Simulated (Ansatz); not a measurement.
The cluster Y4⁻. Total charge -1; doublet. Geometry relaxed at r2SCAN-D4/def2-SVPD.

```xyz
4

Y     0.473   -0.359    1.481
Y    -0.463    0.299   -1.493
Y    -2.219    1.457    1.024
Y     2.209   -1.397   -1.013
```

In the def2 sets Y takes a core potential; there is no spin–orbit coupling. The charge -1 doublet is spin-contaminated (final ⟨S²⟩ up to 3.00, 0.75 for a pure state). The relaxation made no stability test and no search for a lower SCF solution. The geometry of the doublet was relaxed on an unsound state (⟨S²⟩ 3.40, where a pure state has 0.75). The structure comes from a short search, and lower isomers may exist.

Problem. Estimate the harmonic wavenumbers at UKS r2SCAN-D4/def2-SVPD (Ansatz, unscaled). Is this a minimum?

Solution. 32, 77, 95, 99, 151, 155 cm⁻¹. Yes, no mode is imaginary beyond noise. Zero-point energy 3.6 kJ/mol. It took 4.9 min on 4 threads of Arm Neoverse V1 on a shared host, peak host memory 0.56 GiB.
